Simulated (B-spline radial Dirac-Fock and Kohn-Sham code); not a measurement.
**Characteristic X-ray lines: Te⁶⁺**

System: Te⁶⁺, configuration [Kr] 4d10, inside a Watson sphere of charge -6 and radius 1.6 Å (a model of the Madelung potential; inside it an electron's potential energy is raised by 54.0 eV).

Input of the calculation (task.json; shells as n, l, electrons):

```json
{"items": [{
  "Z": 52,
  "q": 6,
  "cfg": [[1, 0, 2], [2, 0, 2], [2, 1, 6], [3, 0, 2], [3, 1, 6], [3, 2, 10], [4, 0, 2], [4, 1, 6], [4, 2, 10]],
  "A": 130,
  "rrms": 4.7423,
  "watson": [-6, 1.6],
  "do": ["binding"]
}]}
```

Command: `python xray_run.py task.json out`

Calculated with an atomic code on a B-spline grid, using Dirac-Fock ΔSCF + Breit + QED. A line energy is the difference of two single-hole energies; the list is a selection of electric-dipole transitions between resolved j subshells. The model has no electron correlation.

```tsv
line	energy (eV)	wavelength (Å)
Kβ2' (K-N3)	31697.0	0.39115
Kβ2'' (K-N2)	31687.2	0.39128
Kβ1 (K-M3)	30993.0	0.40004
Kβ3 (K-M2)	30941.3	0.40071
Kα1 (K-L3)	27471.2	0.45132
Kα2 (K-L2)	27200.3	0.45582
Lγ3 (L1-N3)	4829.0	2.5675
Lγ2 (L1-N2)	4819.2	2.5727
Lγ1 (L2-N4)	4576.6	2.7091
Lγ5 (L2-N1)	4438.2	2.7936
Lβ2 (L3-N5)	4307.2	2.8785
Lβ15 (L3-N4)	4305.7	2.8795
Lβ6 (L3-N1)	4167.3	2.9752
Lβ3 (L1-M3)	4125.0	3.0057
Lβ4 (L1-M2)	4073.3	3.0438
Lβ1 (L2-M4)	4031.3	3.0756
Lα1 (L3-M5)	3770.8	3.2880
Lα2 (L3-M4)	3760.4	3.2971
Lη (L2-M1)	3604.4	3.4398
Lℓ (L3-M1)	3333.5	3.7194
```
